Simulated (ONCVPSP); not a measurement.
# Hg: variants of one ONCV potential

Base potential:

- Element: mercury
- Generator: ONCVPSP 4.0.1
- Type: optimised norm-conserving Vanderbilt (ONCV)
- Functional: PBE
- Relativity: non-relativistic
- Frozen core: [Xe]
- Valence charge: 26
- Reference configuration: 4f14 5d10 6s1.75 6p0.25
- Partial waves: 6s: rc 2.70 bohr, ncon 4, nbas 9, qcut 2.4 1/bohr, 3 projectors, debl 3.4 Ha; 6p: rc 3.75 bohr, ncon 4, nbas 8, qcut 2.6 1/bohr, 1 projector; 5d: rc 1.50 bohr, ncon 4, nbas 7, qcut 7 1/bohr, 1 projector; 4f: rc 0.55 bohr, ncon 4, nbas 9, qcut 31.5 1/bohr, 2 projectors, debl 4 Ha
- Local potential: polynomial inside 0.45 bohr (lpopt 1, dvloc0 2 Ha)
- Core correction: Teter function fitted to the true core (icmod 2), fcfact 0.45

In the f channel the program set the typed energies aside and used -4.111, 0.250 Ha.

Cutoffs, loose and tight: the cutoffs (Ha) at which the residual kinetic energy of the hardest occupied pseudo-wave falls to 1 and 0.1 mHa per electron. They do not see the model core or the augmentation charge, which bear on the density cutoff. Test errors are all-electron minus pseudo excitation energies from the reference, over the configurations 4f14 5d10 6s2 6p0; 4f14 5d10 6s1 6p0; 4f14 5d10 6s0 6p0; 4f14 5d9 6s2 6p0. A dash means not determined; rows that change the core or the reference have their own tests. The largest error is taken over the tests solved by every variant that gives reliable tests at all: 4f14 5d10 6s1 6p0; 4f14 5d10 6s2 6p0; 4f14 5d9 6s2 6p0.

A true bound ghost makes a file unfit for plane-wave use even where its test errors are small: the radial tests pick states by their node count and pass the ghost by.

```tsv
change	outcome	cutoff, loose	cutoff, tight	bound ghosts	GHOST(+) flags above zero	largest test error (meV)
base	generated, projector energies reset by the program	423 Ha	461 Ha	s, p, d	s	-51
p: rc 2.74	generated, projector energies reset by the program	423 Ha	461 Ha	s, p, d	s	-46
p: rc 3.26	generated, projector energies reset by the program	423 Ha	461 Ha	s, p, d	s	-48
p: rc 3.6	generated, projector energies reset by the program	423 Ha	461 Ha	s, p, d	s	-50
p: rc 4.14	generated, projector energies reset by the program	423 Ha	461 Ha	s, p, d	s	-54
p: rc 4.52	generated, projector energies reset by the program	423 Ha	461 Ha	s, p, d	s	-56
p: rc 4.86	generated, projector energies reset by the program	423 Ha	461 Ha	s, p, d	s	-58
p: rc 5.38	generated, projector energies reset by the program	423 Ha	461 Ha	s, p, d	s	-61
```

Reading the sweep of the p radius (base included, trends over the rows without a ghost): Bound ghosts are found at 2.74, 3.26, 3.6, 3.75, 4.14, 4.52, 4.86, 5.38 bohr. Every judged row has one, so this setting neither creates nor removes them.
